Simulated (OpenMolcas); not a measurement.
## Mo3+ in a point-charge field

Mo3+ among 6 point charges of -1.5 e arranged as an octahedron (Oh), 2.08 Å from the ion.
```
   2.0800    0.0000    0.0000  -1.50
   0.0000    2.0800    0.0000  -1.50
  -2.0800    0.0000    0.0000  -1.50
   0.0000   -2.0800    0.0000  -1.50
   0.0000    0.0000    2.0800  -1.50
   0.0000    0.0000   -2.0800  -1.50
```

* Program: OpenMolcas
* Method: CASSCF
* Basis: ANO-RCC-VDZP [6s5p3d1f]
* Scalar Hamiltonian: DKH2, point nucleus
* Active space: 3 electrons in 5 orbitals (4d)
* State averaging: 2S+1 = 4 even, 10 roots; 2S+1 = 2 even, 40 roots
* Spin-orbit coupling: state interaction with AMFI integrals over the reference wave functions

The lowest spin-free states (labels of O, the rotations of Oh), above the lowest:

```
State  Degeneracy  E (cm-1)  Free-ion L (%)
  4A2           1       0.0         F (100)
  4T2           3      9431         F (100)
   2E           2     14527          G (66)
  2T1           3     15277          G (47)
  4T1           3     15374          F (81)
  2T2           3     20323          D (44)
  2A1           1     21798         G (100)
  2T2           3     24465          G (56)
  2T1           3     24869          H (51)
  4T1           3     25101          P (81)
   2E           2     26442          H (51)
  2T1           3     29683          P (42)
  2T1           3     34529          H (72)
  2T2           3     34610          D (56)
  2A2           1     37618         F (100)
  2T2           3     38878          F (72)
   2E           2     40898          D (45)
  2T1           3     43684          F (82)
   2E           2     57847          D (89)
  2T2           3     60545          D (89)
```

The lowest levels with spin-orbit coupling:

```
E (cm-1)  Degeneracy  Label      2S+1               g
     0.0           4     Γ8         4                
    9225           2     Γ7         4  2.64 2.64 2.64
    9297           4     Γ8         4                
    9529           4     Γ8         4                
    9710           2     Γ6         4  2.53 2.53 2.53
   14436           4     Γ8  2 (77 %)                
   14740           4     Γ8  2 (72 %)                
   14986           2     Γ7         4  0.92 0.92 0.92
   15295           4     Γ8  4 (85 %)                
   15345           2     Γ6  2 (74 %)  1.15 1.15 1.15
   16333           2     Γ6  4 (73 %)  3.02 3.02 3.02
   16534           4     Γ8  4 (66 %)                
   20506           4     Γ8         2                
   20893           2     Γ7         2  1.17 1.17 1.17
   22134           2     Γ6         2  2.88 2.88 2.88
   24176           4     Γ8  4 (58 %)                
   24195           2     Γ6  2 (71 %)  0.46 0.46 0.46
   24490           2     Γ7         2  0.54 0.54 0.54
   24561           4     Γ8         2                
   25293           2     Γ6  4 (66 %)  2.33 2.33 2.33
```

Powder χT (cm3 K/mol): 1.45 at 2 K, 1.45 at 10 K, 1.46 at 50 K, 1.47 at 100 K, 1.49 at 200 K, 1.51 at 300 K. The effective moment at 300 K is 2.828 √(χT) = 3.48 μB.

The lowest level has 2S+1 = 4, for which the spin-only value is χT = S(S+1) / 2 = 1.875 cm3 K/mol (g = 2). The computed 1.515 at 300 K differs by -0.360, through orbital momentum, spin-orbit coupling and any other state in reach.

A least-squares ligand-field fit to the states below 45000 cm-1, each weighted by its degeneracy and with a free common offset, gives 10Dq = 9901 cm-1, B = 787 cm-1 and C = 3160 cm-1 (C/B = 4.01), with an rms deviation of 168 cm-1.

Without dynamic correlation the repulsion within the d shell is too large (B by tens of per cent), so at a given field states of lower spin stand too high. This field is weak: 10Dq is about 9901 cm-1, while octahedral complexes of 4d ions of charge 3 and more, computed by the same method with explicit ligands, had a median near 25000 cm-1. Ground spin and moment need not be those of a real site. Point charges carry no covalency, so the field is a model and not that of real ligands. No measured value stands beside these numbers.
